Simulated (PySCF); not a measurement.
C2H8N2Si, SMILES C/C=N/[SiH2]N.

Geometry: B3LYP-D3(BJ)/def2-SVP. The structure was generated by enumeration; whether it is a known compound was not checked. The values are those of a single conformer.

Computed with SMD-PBE0/def2-SVP in PySCF.

Solvation free energies are E(SMD) − E(gas) at the gas-phase geometry, for 1 M in both phases. In vacuum the dipole moment is 1.74 D.

**Question.** Estimate the solvation free energies in water, benzene, chloroform. (The exact figures need the calculation; the answer reports its results.)

**Answer.** 
```
solvent     ΔG(solv) (kcal/mol)  its non-electrostatic (CDS) part  dipole (D)
----------  -------------------  --------------------------------  ----------
water                      -2.5                               4.0        2.42
benzene                    -2.8                              -0.1        2.01
chloroform                 -4.4                               0.0        2.19
```
